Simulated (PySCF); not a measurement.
Orbital picture of RbCl

TPSSh at R = 2.866 Å; PySCF, scalar-relativistic core potentials, basis sets Rb def2-SVPD with ECP28, Cl def2-SVPD. State: ¹Σ⁺ (singlet), closed shell. Only the outer orbitals are listed, counted within each symmetry, core potentials removing the inner ones.

| orbital | occ. | ε (eV) | on Rb (%) | main shells (%) |
| --- | --- | --- | --- | --- |
| 4σ | 2 | -34.13 | 100 | 100 Rb s |
| 5σ | 2 | -17.77 | 34 | 65 Cl s, 34 Rb p |
| 2π | 2 | -17.20 | 100 | 100 Rb p |
| 2π | 2 | -17.20 | 100 | 100 Rb p |
| 6σ | 2 | -16.58 | 65 | 64 Rb p, 35 Cl s |
| 7σ | 2 | -5.42 | 4 | 96 Cl p |
| 3π | 2 | -5.21 | 0 | 100 Cl p |
| 3π | 2 | -5.21 | 0 | 100 Cl p |
| 8σ | 0 | -1.55 | 107 | 97 Rb s, 10 Rb p |
| 4π | 0 | -0.16 | 99 | 89 Rb p, 10 Rb d |
| 4π | 0 | -0.16 | 99 | 89 Rb p, 10 Rb d |

Question: Which are the highest filled and the lowest empty level, where do they sit, and how wide is the gap?

Answer: Highest filled 3π at -5.21 eV (in %: 100 Cl p); lowest empty 8σ at -1.55 eV (in %: 97 Rb s, 10 Rb p); the gap at TPSSh is 3.66 eV.

```json
{"bond order (Mayer)": "0.15", "⟨S²⟩": "0.000", "charge on Rb (Mulliken, basis-dependent)": "0.93", "charge on Rb (Löwdin, basis-dependent)": "0.82", "dipole moment (positive dipole means Rb(−)Cl(+))": "-11.04 D"}
```

Shares are Mulliken populations and can fall outside 0 to 100 %.
